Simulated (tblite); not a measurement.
Parent: `[F:1]/[CH:2]=[C:3](/[F:4])[CH2:5][SiH3:6]` with C2–C3–C5–Si6 101°, C3H6F2Si.

The geometries are computed with GFN2-xTB (gas phase). One conformer each, not checked by frequencies here.

```
coordinate of the parent    value
                   F1–C2  1.347 Å
                   C2=C3  1.326 Å
                   C3–F4  1.354 Å
                   C3–C5  1.476 Å
                  C5–Si6  1.922 Å
                F1–C2–C3   120.6°
                C2–C3–F4   116.7°
                C2–C3–C5   128.4°
                F4–C3–C5   114.9°
               C3–C5–Si6   110.9°
```

How does the shared frame change in `[N:1]#[C:2][C@H:3]([SiH3:4])/[C:5]([F:6])=[CH:7]\[F:8]` with C2–C3–C5–F6 60°, C4H5F2NSi? Atoms pair as F1 = F8, C2 = C7, C3 = C5, F4 = F6, C5 = C3, Si6 = Si4 (parent first).

```
   parent   relative  value in the relative  change
    F1–C2      F8–C7                1.343 Å  -0.004
    C2=C3      C7=C5                1.326 Å   0.000
    C3–F4      C5–F6                1.349 Å  -0.005
    C3–C5      C5–C3                1.486 Å  +0.010
   C5–Si6     C3–Si4                1.945 Å  +0.023
 F1–C2–C3   F8–C7–C5                 120.9°    +0.3
 C2–C3–F4   C7–C5–F6                 117.4°    +0.7
 C2–C3–C5   C7–C5–C3                 127.4°    -1.0
 F4–C3–C5   F6–C5–C3                 115.2°    +0.3
C3–C5–Si6  C5–C3–Si4                 110.5°    -0.4
```

Of the parent's bonds, C5–Si6 changes most (+0.023 Å). Bonds of the relative outside the shared frame: N1≡C2 1.143, C2–C3 1.435 Å. Point group C1 → C1.
